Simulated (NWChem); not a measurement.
All runs are NWChem calculations. System: ClGa, charge 0, spin multiplicity 1, at a geometry optimised with B3LYP/def2-SVP. The structure started from a generated list of species. Level: RHF/def2-TZVP.

Input file:

```
start mol
memory heap 200 mb stack 900 mb global 1100 mb
geometry units angstroms nocenter noautoz
  Ga     0.000000     0.000000    -0.790946
  Cl     0.000000     0.000000     1.442313
  symmetry group C2v
end
basis spherical
  * library def2-tzvp
end
scf
  rhf
  nopen 0
  maxiter 100
  thresh 1e-7
  semidirect memsize 60000000 filesize 0
end
task scf energy
```

Part of the output:

```
             Northwest Computational Chemistry Package (NWChem) 7.3.0
             --------------------------------------------------------

                                NWChem Input Module
                                -------------------

 Scaling coordinates for geometry "geometry" by  1.889725989
 (inverse scale =  0.529177249)

 Turning off AUTOSYM since
 SYMMETRY directive was detected!

                             Geometry "geometry" -> ""
                             -------------------------

 Output coordinates in angstroms (scale by  1.889725989 to convert to a.u.)

  No.       Tag          Charge          X              Y              Z
 ---- ---------------- ---------- -------------- -------------- --------------
    1 Ga                  31.0000     0.00000000     0.00000000    -0.79094600
    2 Cl                  17.0000     0.00000000     0.00000000     1.44231300

 Effective nuclear repulsion energy (a.u.)     124.8741906885

            Nuclear Dipole moment (a.u.)
            ----------------------------
        X                 Y               Z
 ---------------- ---------------- ----------------
     0.0000000000     0.0000000000    -0.0000094486

      Symmetry information
      --------------------

 Group name             C2v
 Group number             16
 Group order               4
 No. of unique centers     2

      Symmetry unique atoms

     1    2


 Summary of "ao basis" -> "" (spherical)
 ------------------------------------------------------------------------------
       Tag                 Description            Shells   Functions and Types
 ---------------- ------------------------------  ------  ---------------------
 *                         def2-tzvp                  on all atoms

 Summary of "ao basis" -> "ao basis" (spherical)
 ------------------------------------------------------------------------------
       Tag                 Description            Shells   Functions and Types
 ---------------- ------------------------------  ------  ---------------------
 Ga                        def2-tzvp                16       48   6s5p4d1f
[...]
    60      0.241435  2 Cl px                54     -0.191978  2 Cl px

 Vector   23  Occ=2.000000D+00  E=-4.416134D-01  Symmetry=b2
              MO Center=  4.1D-31,  2.0D-16,  1.3D+00, r^2= 1.3D+00
   Bfn.  Coefficient  Atom+Function         Bfn.  Coefficient  Atom+Function
  ----- ------------  ---------------      ----- ------------  ---------------
    64      0.523237  2 Cl py                67      0.359859  2 Cl py
    61      0.241435  2 Cl py                55     -0.191978  2 Cl py

 Vector   24  Occ=2.000000D+00  E=-3.519799D-01  Symmetry=a1
              MO Center= -2.8D-17, -2.0D-15, -6.7D-01, r^2= 3.3D+00
   Bfn.  Coefficient  Atom+Function         Bfn.  Coefficient  Atom+Function
  ----- ------------  ---------------      ----- ------------  ---------------
     6      0.532779  1 Ga s                  5      0.467688  1 Ga s
    65      0.291480  2 Cl pz                68      0.242064  2 Cl pz
    18     -0.223461  1 Ga pz                 4     -0.221124  1 Ga s
     3     -0.154353  1 Ga s

 Vector   25  Occ=0.000000D+00  E= 3.342842D-02  Symmetry=b1
              MO Center=  4.4D-15, -4.6D-30, -8.7D-01, r^2= 4.6D+00
   Bfn.  Coefficient  Atom+Function         Bfn.  Coefficient  Atom+Function
  ----- ------------  ---------------      ----- ------------  ---------------
    19      0.848285  1 Ga px                16      0.287886  1 Ga px
    66     -0.229382  2 Cl px

 Vector   26  Occ=0.000000D+00  E= 3.342842D-02  Symmetry=b2
              MO Center= -2.6D-30,  2.6D-16, -8.7D-01, r^2= 4.6D+00
   Bfn.  Coefficient  Atom+Function         Bfn.  Coefficient  Atom+Function
  ----- ------------  ---------------      ----- ------------  ---------------
    20      0.848285  1 Ga py                17      0.287886  1 Ga py
    67     -0.229382  2 Cl py

 Vector   27  Occ=0.000000D+00  E= 1.198216D-01  Symmetry=a1
              MO Center= -8.0D-15,  7.2D-16, -7.9D-01, r^2= 6.3D+00
   Bfn.  Coefficient  Atom+Function         Bfn.  Coefficient  Atom+Function
  ----- ------------  ---------------      ----- ------------  ---------------
    21      1.198943  1 Ga pz                53     -0.773978  2 Cl s
     6      0.539149  1 Ga s                 68      0.443570  2 Cl pz
    18      0.159640  1 Ga pz

 center of mass
 --------------
 x =   0.00000000 y =   0.00000000 z =  -0.07421938

 moments of inertia (a.u.)
 ------------------
         413.186027246171           0.000000000000           0.000000000000
           0.000000000000         413.186027246171           0.000000000000
           0.000000000000           0.000000000000           0.000000000000

  Mulliken analysis of the total density
  --------------------------------------

    Atom       Charge   Shell Charges
 -----------   ------   -------------------------------------------------------
    1 Ga  31    30.55   2.00  2.00  1.18  0.78  1.04  0.90  5.98  4.43  1.56  0.38  0.18  8.89  1.12  0.00  0.07  0.02
    2 Cl  17    17.45   2.01  0.45  1.52  1.08  0.88  4.18  1.69  1.07  2.86  1.70  0.00  0.01  0.00

       Multipole analysis of the density wrt the origin
       ------------------------------------------------

     L   x y z        total         open         nuclear
     -   - - -        -----         ----         -------
     0   0 0 0     -0.000000      0.000000     48.000000

     1   1 0 0      0.000000      0.000000      0.000000
     1   0 1 0      0.000000      0.000000      0.000000
     1   0 0 1     -1.003117      0.000000     -0.000009

     2   2 0 0    -20.543734      0.000000      0.000000
     2   1 1 0      0.000000      0.000000      0.000000
     2   1 0 1      0.000000      0.000000      0.000000
     2   0 2 0    -20.543734      0.000000      0.000000
     2   0 1 1      0.000000      0.000000      0.000000
     2   0 0 2    -25.381257      0.000000    195.544333

 Task  times  cpu:        3.6s     wall:        3.6s

 Total times  cpu:        3.7s     wall:        3.7s
```
